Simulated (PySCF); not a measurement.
Compound: C₅H₄FN.
Cartesian coordinates in Å at the GFN2-xTB level; atoms count from 1:
```
atom  x, y, z in Å
C1    -2.0982    0.7188    0.1803
C2    -1.0871   -0.0264   -0.2579
F3    -1.3461   -1.0613   -1.0892
C4     0.3074    0.1543    0.0699
C5     1.2851   -0.6331   -0.4036
C6     2.6357   -0.4381   -0.0712
N7     3.7408   -0.2853    0.1959
H8    -3.1103    0.5105   -0.1162
H9    -1.9248    1.5464    0.8414
H10    0.5306    0.9775    0.7330
H11    1.0725   -1.4606   -1.0685
```

Mayer bond orders were computed from the PBE0/pcSseg-1 density (PySCF). The structure is a single GFN2-xTB conformer in the gas phase; no vibrational or solvent corrections.

Task: The orders 0.96, 1.07, 1.72, 1.84, 3.00 belong to the bonds C1–C2, C2–F3, C4–C5, C5–C6, C6–N7, in another order. Match them.

Result: C2–F3 0.96; C5–C6 1.07; C4–C5 1.72; C1–C2 1.84; C6–N7 3.00.

Task: Set the orders of all bonds between heavy atoms beside their lengths and the difference of the IAO charges at their ends.

Result: 
```csv
bond,Mayer order,length (Å),q(first) − q(second) (e)
C6–N7,3.001,1.147,+0.373
C1–C2,1.844,1.330,-0.640
C4–C5,1.719,1.342,+0.063
C2–C4,1.078,1.444,+0.421
C5–C6,1.075,1.405,-0.330
C2–F3,0.956,1.353,+0.569
```

For a closed shell the Mayer order of atoms A and B is Σ (PS)μν (PS)νμ over the basis functions μ on A and ν on B, with P the density and S the overlap matrix.
